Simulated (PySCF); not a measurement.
C4H4OSe, SMILES C=C1[Se]CC1=O.

Geometry: B3LYP-D3(BJ)/def2-SVP. This is a generated structure with no PubChem entry under its InChIKey; it may be hypothetical.

Vertical ionisation energy (IE) and electron affinity (EA) in eV. Rows of orbital energies are one-electron estimates. Where ΔSCF, EOM or ADC give a negative EA the extra electron is unbound and the value depends on the basis.

```tsv
level	IE	EA
−ε(HOMO), −ε(LUMO), r2SCAN/def2-TZVP (PySCF)	5.77	2.95
−ε(HOMO), −ε(LUMO), PBE/def2-TZVP (PySCF)	5.56	3.05
```
